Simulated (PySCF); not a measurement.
CH₅GaS, SMILES [S]([GaH2])C.

Coordinates come from a ωB97X-D3(BJ)/def2-SVP optimisation.

Calculation: ωB97X/def2-TZVPD run with PySCF.

Symmetry labels are those of the subgroup Cs that the program uses (full group Cs).

Computed valence orbital energies around the gap with their symmetry:
```json
[
 {"orbital": "HOMO−7", "symmetry": "A'", "energy (eV)": "-20.46"},
 {"orbital": "HOMO−6", "symmetry": "A'", "energy (eV)": "-15.70"},
 {"orbital": "HOMO−5", "symmetry": "A\"", "energy (eV)": "-14.62"},
 {"orbital": "HOMO−4", "symmetry": "A'", "energy (eV)": "-14.33"},
 {"orbital": "HOMO−3", "symmetry": "A'", "energy (eV)": "-12.71"},
 {"orbital": "HOMO−2", "symmetry": "A'", "energy (eV)": "-11.19"},
 {"orbital": "HOMO−1", "symmetry": "A'", "energy (eV)": "-10.31"},
 {"orbital": "HOMO", "symmetry": "A\"", "energy (eV)": "-9.47"},
 {"orbital": "LUMO", "symmetry": "A\"", "energy (eV)": "0.41"},
 {"orbital": "LUMO+1", "symmetry": "A'", "energy (eV)": "1.58"},
 {"orbital": "LUMO+2", "symmetry": "A'", "energy (eV)": "1.89"},
 {"orbital": "LUMO+3", "symmetry": "A'", "energy (eV)": "1.95"}
]
```
